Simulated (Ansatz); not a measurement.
Reaction (redistribution): `[NH]=[Nb]([NH2])([NH2])[F]` + `[CH3][Zn][Br]` → `[CH3][Nb](=[NH])([NH2])[F]` + `[NH2][Zn][Br]`

Program: Ansatz. Geometries: PBE0-D4/def2-TZVP. ΔE: electronic, gas phase. CBS: MP2 limit from def2 TZ/QZ plus the TZ coupled-cluster correction, frozen cores. Functionals use def2-TZVPP. def2 core potentials past Kr. For Br, Nb, Zn outer-core shells are correlated without core-valence functions, which leaves a few kJ/mol of doubt a bond. Scalar relativity is left out up to krypton. Each species was taken in one conformer, which may not be the lowest.

Q: Is it downhill or uphill in electronic energy at CCSD(T)/CBS, and by how much? (Estimate.)

A: The calculation gave: Uphill: ΔE = +72.7 kJ/mol.

Q: What do these levels give: r2SCAN-D4, r2SCAN0-D4, CAM-B3LYP-D4, r2SCAN, r2SCAN0, CCSD(T)/def2-TZVPP? (Estimate.)

A: The calculation gave: r2SCAN-D4 79.6, r2SCAN0-D4 78.7, CAM-B3LYP-D4 80.7, r2SCAN 79.7, r2SCAN0 78.8, CCSD(T)/def2-TZVPP 74.4 kJ/mol.

Q: What do rigid-rotor, harmonic-oscillator terms from PBE0-D4/def2-TZVP frequencies (298.15 K, 1 bar) make of the CCSD(T)/CBS value? (An estimate is asked.)

A: Ansatz gave: ΔZPE = -2.5 kJ/mol, ΔH = +71.0 kJ/mol, ΔS = 14 J/(mol·K), ΔG = +66.9 kJ/mol.

Largest T1 diagnostic among the species: 0.020, so the coupled-cluster value is less sure than usual.

Leaving LDA and LC-ωPBE aside and taking each functional with its dispersion term where it has one, the values, not all of them listed here, spread over 5.0 kJ/mol, from PBE-QIDH to BLYP-D4. At CCSD(T), def2-SVP lies +17.3 kJ/mol from the extrapolated value and def2-TZVPP +1.7 kJ/mol.
